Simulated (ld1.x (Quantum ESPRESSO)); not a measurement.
## Sn (Z = 50), TM: configuration errors across variants

* Element: tin
* Generator: ld1.x (Quantum ESPRESSO) 7.5
* Type: norm-conserving Troullier–Martins (Kleinman–Bylander form)
* Functional: PBE
* Relativity: scalar-relativistic
* Frozen core: [Kr] 4d10
* Valence charge: 4
* Reference configuration: 5s2 5p1 (charge +1)
* Partial waves: 5s (bound): rc 1.95 bohr; 5d channel at 0.05 Ry: rc 1.70 bohr; 5p (bound): rc 1.80 bohr
* Local potential: the p channel
* Core correction: a·sin(br)/r model core inside 1.30 bohr

All-electron excitation energies from the reference (eV): (1) 5s2 5p2 -6.875; (2) 5s2 5p0 13.952; (3) 5s1 5p0 44.924; (4) 5s1 5p3 0.104; (5) 5s1 5p2 7.649; (6) 5s2 5p2.3 -7.724; (7) 5s2 5p1.5 -4.259.

A true bound ghost makes a file unfit for plane-wave use even where its test errors are small: the radial tests pick states by their node count and pass the ghost by.

Errors AE − PS in meV (a dash: test not solved or not reliable):

| change | (1) | (2) | (3) | (4) | (5) | (6) | (7) | bound ghosts |
| --- | --- | --- | --- | --- | --- | --- | --- | --- |
| base | -4.2 | -31 | -265 | -3.6 | -13 | -5.2 | -1.4 | s, d |
| all radii but the core radius scaled by about 0.78 (s 1.52, p 1.40, d 1.32 bohr) | +19 | -38 | -286 | -3.0 | -14 | +28 | +5.8 | s, p (extra level of the local part) |
| all radii but the core radius scaled by about 0.93 (s 1.82, p 1.68, d 1.58 bohr) | -2.6 | -31 | -264 | -4.2 | -12 | -2.7 | -1.0 | s, d |
| all radii but the core radius scaled by about 1.07 (s 2.08, p 1.92, d 1.82 bohr) | -8.3 | -41 | -308 | -5.6 | -17 | -11 | -2.8 | s, d |
| all radii but the core radius scaled by about 1.14 (s 2.24, p 2.06, d 1.94 bohr) | -2.2 | -20 | -205 | -8.5 | -16 | -2.9 | -0.6 | d |
| all radii but the core radius scaled by about 1.23 (s 2.40, p 2.22, d 2.10 bohr) | -3.7 | -24 | -239 | -13 | -21 | -4.9 | -1.1 | d |
| all radii but the core radius scaled by about 1.31 (s 2.56, p 2.36, d 2.24 bohr) | -3.5 | -23 | -249 | -19 | -29 | -4.7 | -1.0 | d |
| all radii but the core radius scaled by about 1.40 (s 2.74, p 2.52, d 2.38 bohr) | -2.7 | -21 | -263 | -28 | -38 | -3.6 | -0.7 | d |

**Question.** Give the same row for: all radii but the core radius scaled by about 0.84 (s 1.64, p 1.52, d 1.44 bohr).

**Answer.** +3.6, -35, -273, -7.4, -14, +6.4, +0.8; bound ghosts: s.
